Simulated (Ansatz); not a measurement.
`C[C](F)(Cl)[GeH3]` + `CC=N` → `C/C=[N]\[GeH3]` + `CC(F)Cl`  (ligand exchange at a Ge–C bond)

Isolated molecules relaxed with PBE0-D4/def2-TZVP in Ansatz; ΔE leaves out vibrations. CBS: MP2 limit from def2 TZ/QZ plus the TZ coupled-cluster correction, frozen cores. Functionals use def2-TZVPP. For Ge outer-core shells are correlated without core-valence functions, which leaves a few kJ/mol of doubt a bond. Scalar relativity is left out up to krypton. Each species was taken in one conformer, which may not be the lowest.

(1) Is it downhill or uphill in electronic energy at CCSD(T)/CBS, and by how much? (An estimate is asked.)

(2) What do these levels give: PBE-D4, SCS-MP2/def2-TZVPP, CCSD/def2-TZVPP, CCSD(T)/def2-TZVPP, HF/def2-QZVPP, MP2/def2-QZVPP? (Estimate.)

Largest T1 diagnostic among the species: 0.013.

Answers

(1) Computed: Downhill: ΔE = -4.9 kcal/mol.

(2) Ansatz gave: PBE-D4 -4.8, SCS-MP2/def2-TZVPP -6.5, CCSD/def2-TZVPP -5.8, CCSD(T)/def2-TZVPP -5.5, HF/def2-QZVPP -9.5, MP2/def2-QZVPP -5.7 kcal/mol.

In def2-TZVPP, CCSD(T) changes the Hartree–Fock value by +3.9 kcal/mol (the triples alone add +0.4 kcal/mol) and MP2 by +3.4 kcal/mol.
